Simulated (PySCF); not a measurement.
C2H5N3Si.
Numbering: `[SiH3:1][c:2]1[cH:3][n:4][n:5][nH:6]1`

Structure used (GFN2-xTB), in Å, numbered top down from 1:
```
atom  x, y, z in Å
Si1   -1.7162   -0.1526   -0.0658
C2     0.1413    0.0612   -0.0055
C3     0.9667    1.1742   -0.0138
N4     2.2453    0.7718    0.0615
N5     2.2815   -0.5043    0.1172
N6     1.0356   -0.9577    0.0793
H7    -1.9764   -1.5174   -0.5336
H8    -2.2593    0.8386   -0.9899
H9    -2.2570    0.0244    1.2824
H10    0.7039    2.2101   -0.0701
H11    0.8401   -1.9457    0.1123
```

Probes without a nucleus sit at each ring's centroid and 1 Å off its mean plane on both sides; NICS is minus the shielding there, NICSzz its component along the normal. Level: GIAO PBE0/pcSseg-1 (PySCF, non-relativistic, gas phase) on the GFN2-xTB geometry, one conformer.

Ring bond lengths (Å), with Mayer bond orders in brackets: C2–C3 1.386 (1.43), C3–N4 1.342 (1.37), N4–N5 1.278 (1.48), N5–N6 1.326 (1.19), N6–C2 1.358 (1.10).

Problem. What do the NICS probes read (ppm)?

Solution. 
| ring | type | NICS(0) | NICS(1), two faces | NICS(1)zz, two faces | rms pucker (Å) | centre to ring atoms, mean (Å) |
| --- | --- | --- | --- | --- | --- | --- |
| C2–C3–N4–N5–N6 | 5-membered ring with 3 N; formal bonds all aromatic | -13.9 | -13.9 / -14.0 | -36.2 / -36.5 | 0.00 | 1.14 |

Problem. What do they say, and how far can they be read as aromaticity?

Solution. 
- C2–C3–N4–N5–N6: mean NICS(1)zz -36.4 ppm, shielded, aromatic by this magnetic criterion (flat ring, no four-coordinate atom).

Problem. How equal are the bonds by HOMA? HOMA takes Krygowski's 1993 parameters.

Solution. 
- C2–C3–N4–N5–N6: HOMA 0.95; the largest term is that of N4–N5, α(R − Ropt)² = 0.13. The geometric and the magnetic index point the same way.

Problem. List the ring angles and the Hirshfeld charges of the ring atoms.

Solution. 
- C2–C3–N4–N5–N6: C2 102.2° (-0.078 e), C3 109.0° (-0.039 e), N4 109.2° (-0.139 e), N5 108.3° (-0.081 e), N6 111.3° (-0.012 e); sum 540.0° against 540° for a flat convex ring.

Problem. How shielded are the nuclei of the rings and their hydrogens (means over atoms taken as equivalent)?

Solution. 
```csv
atoms,environment,σ isotropic (ppm),"principal values of the symmetric part, first atom (ppm)"
C2,substituted aromatic carbon,59.9,"-16.9, 31.3, 165.2"
C3,aromatic CH next to a ring nitrogen,41.8,"-46.0, 50.7, 120.7"
N4,pyridine-type nitrogen,-118.4,"-367.9, -184.3, 197.0"
N5,pyridine-type nitrogen,-143.2,"-426.7, -134.2, 131.4"
N6,pyrrole-type nitrogen,5.1,"-161.3, 69.2, 107.2"
H10,aromatic hydrogen,23.71,"21.3, 22.4, 27.4"
H11,N–H hydrogen,20.57,"16.7, 20.6, 24.4"
```

Hardware: one thread, Arm Neoverse V1 (aarch64), shared host. Cost: 12 s wall, 0.62 GiB resident at most. This is the whole shielding run at PBE0/pcSseg-1, SCF included.
